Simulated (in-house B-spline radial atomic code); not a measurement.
A run on Re⁻ that did not converge. Method: scalar-relativistic (X2C) HSE06, spin-polarised, spherical fractional occupations, exact exchange averaged over the configuration, Fermi nucleus of rms radius 5.3698 fm; computed with a B-spline radial code for spherical atoms.

Command:
```bash
python run_scf.py task.json out
```
Settings (nuclear radius in fm, mass in u):
```
Z                75
configuration    [Xe] 4f14 5d6 6s2
hamiltonian      x2c
method           hse06
spin_polarised   True
nucleus          fermi
rms_radius       5.3698
atomic_mass      186.95575
speed_of_light   137.035999084
exact_exchange   averaged over the configuration
```

First and last ten iterations of the last attempt (damped for 15 steps, keeping 80 % of the old Fock matrix, then DIIS):
```
 iter        energy (Eh)    residual
    1      -16691.290064    5.60e-01
    2      -16448.242816    1.40e+00
    3      -16684.398475    5.03e-01
    4      -16689.864510    2.65e-01
    5      -16692.006307    1.33e-01
    6      -16692.797135    7.27e-02
    7      -16693.085997    4.50e-02
    8      -16693.194247    2.95e-02
    9      -16693.236265    1.88e-02
   10      -16693.253251    1.38e-02
  111      -16693.219892    2.26e-02
  112      -16693.215149    2.39e-02
  113      -16693.216419    2.35e-02
  114      -16693.221513    2.22e-02
  115      -16693.258561    1.43e-02
  116      -16693.258901    1.42e-02
  117      -16693.231143    1.95e-02
  118      -16693.233638    1.88e-02
  119      -16693.234329    1.86e-02
  120      -16693.235422    1.82e-02
 not converged after 120 iterations
```

The smallest residual met was 7.6e-03; the threshold is about 8e-07. No energy from this run should be used. Time taken, with all properties: 27 s on 1 thread of Arm Neoverse V2 (shared host).
